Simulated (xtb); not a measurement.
hexafluorodisilane (F6Si2), singlet, geometry from GFN2-xTB. Base run: GFN0-xTB run with xtb.

Geometry (Å):
```xyz
8

F      1.9114    -0.2434    -1.2319
Si     1.1155    -0.0534     0.1230
F      1.7608     1.2356     0.7768
F      1.6132    -1.2453     1.0379
Si    -1.1155     0.0534    -0.1230
F     -1.6132     1.2453    -1.0379
F     -1.7608    -1.2356    -0.7768
F     -1.9114     0.2434     1.2319
```
Charge 0, spin multiplicity 1.
All else is at xtb's defaults.
Base energy -26.92988 Eh.

Each row names what was changed in the base input (with any setting that the change needs).

| change | ΔE vs base (kcal/mol) | HOMO-LUMO gap (eV) |
|---|---|---|
| base | 0.000 | 4.56 |
| acc = 30 | 0.000 | 4.56 |
| etemp = 10000 | (withheld) | 4.56 |

Fill in the missing entries.


- etemp = 10000, ΔE vs base (kcal/mol): -19.71
